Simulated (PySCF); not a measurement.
Compound: dimethyl(thiophen-2-yl)phosphine oxide, C₆H₉OPS.
Cartesian coordinates in Å at the PBE0-D3(BJ)/def2-SVP level; atoms count from 1:
```xyz
18
C6H9OPS angstrom
C     -1.7639   -1.4230   -0.5123
P     -1.0835   -0.0378    0.4422
C     -1.6720    1.4539   -0.4078
O     -1.3777   -0.0836    1.9090
C      0.6958   -0.0809    0.1286
C      1.6321   -0.1414    1.1342
C      2.9657   -0.1612    0.6430
C      3.0203   -0.1156   -0.7262
S      1.4534   -0.0482   -1.4228
H     -2.8612   -1.4064   -0.4351
H     -1.4650   -1.3756   -1.5703
H     -1.3910   -2.3571   -0.0687
H     -2.7682    1.5032   -0.3294
H     -1.2401    2.3281    0.1001
H     -1.3744    1.4630   -1.4671
H      1.3370   -0.1688    2.1847
H      3.8529   -0.2076    1.2763
H      3.9031   -0.1187   -1.3654
```

The calculation used TDDFT wB97X-D/def2-SVPD, vertical, gas phase, core orbitals frozen in the response in PySCF 2.14.0, density-fitted response routines.

Frontier orbitals with the atoms that hold most of them (Löwdin shares over 4%, at most four atoms; ? is withheld):

```csv
orbital,ε (eV),atoms
LUMO+2,1.90,"S9 55%, C3 5%, C1 5%, H18 4%"
LUMO+1,1.86,"S9 52%, C8 6%, H11 6%, H15 6%"
LUMO,?,?
HOMO,-9.05,"C5 28%, C8 27%, C7 15%, C6 13%"
HOMO-1,-9.39,?
HOMO-2,-9.61,"O4 60%, P2 12%, C1 7%, C3 7%"
HOMO-3,-9.72,"O4 68%, P2 13%, C5 8%"
```

Which atoms hold the LUMO, and with what shares?

C8 (bonded to C, S and H) 21%; S9 (bonded to 2 C) 20%; C5 (bonded to C, P and S) 19%; C6 (bonded to 2 C and H) 14%. By element: carbon 55% or more, sulfur 20%.

Which atoms hold the HOMO-1, and with what shares?

S9 (bonded to 2 C) 40%; C6 (bonded to 2 C and H) 18%; C7 (bonded to 2 C and H) 15%; C5 (bonded to C, P and S) 8%. By element: carbon 41% or more, sulfur 40%.

What is the LUMO energy, and the HOMO–LUMO gap?

ε(LUMO) = 0.62 eV; the gap is 9.67 eV (0.3555 hartree).

The HOMO–LUMO gap is 9.67 eV. Where does the response calculation put the lowest singlet, and from which orbitals?

S1 is at 5.58 eV (f = 0.158), 4.10 eV below the gap, made of HOMO→LUMO (87%). 

Give energy, strength and leading configuration of S1, S2 and S5, and follow the Löwdin shares of the leading atoms from the occupied to the empty orbital.

- S1 (5.58 eV, f 0.158), HOMO→LUMO (87%): C5 28% → 19%, C8 27% → 21%, S9 at most 13% → 20%
- S2 (5.75 eV, f 0.106), HOMO-1→LUMO (78%): S9 40% → 20%, C6 18% → 14%, C8 at most 8% → 21%
- S5 (6.44 eV, f 0.0094), HOMO-2→LUMO (90%): O4 60% → at most 15%, P2 12% → at most 15%, C8 at most 7% → 21%, S9 at most 7% → 20%

Löwdin shares depend on the basis, the more so with diffuse functions.

The run took 79 s on one thread of an Arm Neoverse V1 (shared host), and the process peaked at 1.3 GiB of memory.

One conformer stands for the species.
